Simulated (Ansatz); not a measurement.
`OB(F)[NH][AlH2]`. The species carries charge 0 and has multiplicity 1.

| atom | x (Å) | y (Å) | z (Å) |
| --- | --- | --- | --- |
| O1 | 1.766 | 1.016 | -1.033 |
| B2 | 0.821 | 0.641 | -0.125 |
| F3 | 0.825 | 1.222 | 1.090 |
| N4 | -0.155 | -0.336 | -0.429 |
| Al5 | -1.482 | -0.986 | 0.587 |
| H6 | 2.360 | 1.687 | -0.689 |
| H7 | -0.063 | -0.702 | -1.367 |
| H8 | -2.393 | -2.086 | -0.094 |
| H9 | -1.679 | -0.456 | 2.059 |

(1) Give the diagnostics of a CCSD(T)/def2-TZVPP run (frozen core, Ansatz). (An estimate is asked.)

Answers

(1) Ansatz gave: T1 = 0.0118, largest single amplitude 0.020, largest double 0.026, (T) share of the correlation energy 3.3 %, 9 CCSD cycles. The RHF solution is stable towards an unrestricted one. T1 lies under the customary mark of 0.02 for closed shells.
